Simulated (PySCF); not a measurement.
# Which determinant of SeF lies lowest?

Unrestricted PBE0; Se def2-SVP, F def2-SVP; no relativity (PySCF 2.14). Outer shells of the fragments: Se 3d10 4s2 4p4; F 2s2 2p5.

Followed along the bond (rough minima from three points):

| 2Ms+1 | unpaired | ⟨S²⟩ at the start | R at minimum (Å) | Te (eV) |
| --- | --- | --- | --- | --- |
| 2 | π ↑ | 0.75 | 1.76 | 0.00 |
| 4 | σ ↑, π ↑↑ | 3.75 | none in the scan | ≤ 1.77 |

Solutions found at the starting distance of 1.730 Å, counted from the lowest of them; the search is not exhaustive and high or unbound solutions are not listed, so other states can lie among these:

```json
{"2Ms+1": "2", "unpaired": "π ↑", "term": "²Π", "E (eV)": "0.00", "⟨S²⟩": "0.75", "⟨Lz²⟩": "1.00", "μ (D)": "-1.53"}
{"2Ms+1": "4", "unpaired": "σ ↑, π ↑↑", "term": "⁴Σ⁻", "E (eV)": "2.28", "⟨S²⟩": "3.75", "⟨Lz²⟩": "0.00", "μ (D)": "-1.44"}
{"2Ms+1": "2", "unpaired": "σ ↑, π ↑↓", "term": "mixed", "E (eV)": "3.00", "⟨S²⟩": "1.76", "⟨Lz²⟩": "2.01", "μ (D)": "-1.35"}
{"2Ms+1": "2", "unpaired": "σ ↓, π ↑↑", "term": "mixed", "E (eV)": "3.04", "⟨S²⟩": "1.76", "⟨Lz²⟩": "0.00", "μ (D)": "-1.35"}
{"2Ms+1": "2", "unpaired": "σ ↑", "term": "mixed", "E (eV)": "4.11", "⟨S²⟩": "0.75", "⟨Lz²⟩": "2.00", "μ (D)": "-1.17"}
{"2Ms+1": "4", "unpaired": "σ ↑↑, π ↑", "term": "⁴Π", "E (eV)": "7.76", "⟨S²⟩": "3.75", "⟨Lz²⟩": "1.01", "μ (D)": "0.35"}
{"2Ms+1": "2", "unpaired": "π ↑", "term": "²Π", "E (eV)": "7.92", "⟨S²⟩": "0.75", "⟨Lz²⟩": "1.01", "μ (D)": "-0.86"}
{"2Ms+1": "4", "unpaired": "σ ↑, π ↑↑", "term": "mixed", "E (eV)": "7.97", "⟨S²⟩": "3.75", "⟨Lz²⟩": "2.01", "μ (D)": "2.61"}
```

A term symbol is given only where ⟨S²⟩ and ⟨Lz²⟩ are close to those of a pure state; real π, δ and φ orbitals otherwise mix terms. A positive dipole means Se(−)F(+).

Spin–orbit coupling is left out. Counting both spins, an empty level lies below a filled one in some of these solutions, because spin and occupation are held.
